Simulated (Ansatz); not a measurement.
Basis-set extrapolation for CH$_{3}$AlO$_{2}$ (PBE0-D4/def2-TZVP geometry, frozen core, Ansatz 0.2.0). Multiplicity 1, RHF reference.

|  | def2-TZVPP | def2-QZVPP |
| --- | --- | --- |
| HF | -431.424001 | -431.440358 |
| MP2 correlation | -0.699090 | -0.752955 |
| CCSD(T) correlation | -0.744573 | not run |

Energies in hartree. Use E(X) = E(∞) + A·exp(−7.88·√X) for Hartree–Fock and E(X) = E(∞) + B·X^(−2.97) for correlation, with X = 3 and 4, and add CCSD(T) minus MP2 of the smaller set to the MP2 limit.

Question: What is the CCSD(T) energy at the basis-set limit?

Answer: HF limit: -431.440358 + (-0.016357) × 0.13774 = -431.44261. MP2 limit: -0.752955 + (-0.053865) × 0.74074 = -0.79285. Higher-order term: -0.744573 − (-0.699090) = -0.04548. Total: -432.28094 hartree, 295.0 kJ/mol below CCSD(T)/def2-TZVPP.
